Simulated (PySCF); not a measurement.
**Radial density of Al³⁺ (aluminium, charge +3)**

MN15, [Ne], closed-shell 1S. All numbers are calculated (PySCF 2.14, no relativity, point nucleus, in 6-31G* (4s3p1d, 18 functions)).

```
r (bohr)  4πr²ρ (e/bohr)
 0.00228         0.08419
 0.00383          0.2323
 0.00644          0.6186
  0.0108           1.553
  0.0182           3.639
  0.0307           7.455
  0.0516           12.38
  0.0867           14.48
   0.146           10.72
   0.245           8.698
   0.413           12.43
   0.694           8.777
    1.17           1.697
    1.96         0.04909
    3.30       0.0002379
    5.56       1.450e-05
```
